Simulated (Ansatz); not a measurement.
A run of Ansatz (development build ahead of 0.2.0) on doublet CoNi at this shape:

```yaml
atoms:
  - { symbol: Co, position_ang: [0.0000, 0.0000, 0.0000] }
  - { symbol: Ni, position_ang: [0.0000, 0.0000, 2.3000] }
```

Its results:

```yaml
Converged: yes
Total_energy: -2890.64146 hartree
Spin_squared_of_the_determinant: 1.783
Stability_test: minimum
```

(1) Which input gives this output? Name the method, the orbitals and the basis set, and write the input.

Answers

(1) PBE0 (unrestricted) in pcseg-2.

```yaml
crystal:
  periodic: [false, false, false]
  atoms:
    - { symbol: Co, position_ang: [0.0, 0.0, 0.0] }
    - { symbol: Ni, position_ang: [0.0, 0.0, 2.3] }
basis:
  gaussian: { orbitals: pcseg-2 }
magnetization:
  spin_polarized: true
  initial_magnetization: 1
hamiltonian:
  xc: pbe0
```

Caution: another spin multiplicity may lie lower; the unrestricted determinant is a mixture of spin states.
